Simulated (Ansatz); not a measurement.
```xyz
4

S    -0.0439    0.1226   -0.0178
O     1.3696    0.0520    0.0582
O    -0.6977    1.2208   -0.0669
O    -0.6406   -1.2916    0.0328
```

Basis set: cc-pVDZ (spherical functions). Frozen core: 8 orbitals. Charge 0, multiplicity 1.

Computed with Ansatz (development build ahead of 0.2.0); each method stands on the lowest determinant of its kind that the runs found. Restricted open shells among the atoms or ions are ROHF, correlated in semicanonical orbitals with singles.

Give the atomization energy at this shape (free ground-state atoms in the same class of orbitals less the molecule, no zero-point energy) of singlet SO3 by RHF-MP2, RHF.

| method | atomization energy |
| --- | --- |
| RHF-MP2 | 949.8 kJ/mol |
| RHF | 210.9 kJ/mol |

Caution: no unrestricted run beside it, a lower state can exist; the shape is not the minimum.
